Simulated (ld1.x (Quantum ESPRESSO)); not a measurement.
**boron (B): ultrasoft pseudisation with PBE, non-relativistic reference atom.**

```json
{
  "Element": "B",
  "Generator": "ld1.x (Quantum ESPRESSO) 7.5",
  "Type": "ultrasoft",
  "Functional": "PBE",
  "Relativity": "non-relativistic",
  "Frozen core": "[He]",
  "Valence charge": "3",
  "Reference configuration": "2s2 2p0 (charge +1)",
  "Partial waves": "2s (bound): rcut 0.95, rcutus 1.20 bohr; 2s channel at -0.35 Ry: rcut 0.95, rcutus 1.20 bohr; 2p (bound, empty): rcut 2.15, rcutus 2.35 bohr; 2p channel at -0.5 Ry: rcut 2.15, rcutus 2.35 bohr; 3d channel at 0.4 Ry: rcut 1.85, rcutus 2.35 bohr; 3d channel at 3.05 Ry: rcut 1.85, rcutus 2.35 bohr",
  "Local potential": "all-electron potential smoothed inside 1.30 bohr (lloc = -1)",
  "Core correction": "none",
  "Augmentation charge": "PSQ, inside the norm-conserving radii"
}
```

All-electron outer shells of the reference configuration (PBE, non-relativistic, ld1.x):

```tsv
shell	level (eV)	outermost node (bohr)	outermost maximum (bohr)
2s	-19.51	0.46	1.44
2p	-13.37	–	1.41
```

Results:

| Item | Value |
| --- | --- |
| Cutoffs needed | 18 Ry and 30 Ry (the cutoffs (Ry, on a coarse ladder) from which the occupation-weighted sum of valence levels, in a spherical-Bessel basis at the reference potential, stays within 10 and 1 mRy of its value at 400 Ry) |
| Ghost test | no extra level below or beside the all-electron valence levels (s, p, d, f tested) (spherical-Bessel basis up to 400 Ry, 20 bohr box) |
| Configuration tests | test run stopped at test 3 of 7 (negative rho) |
| Lowest eigenvalue of the overlap operator | 0.57 (s channel) |
| Density cutoff estimated by the generator | 251 Ry |

Generation and tests took about 1.4 s on one core of a shared server CPU.
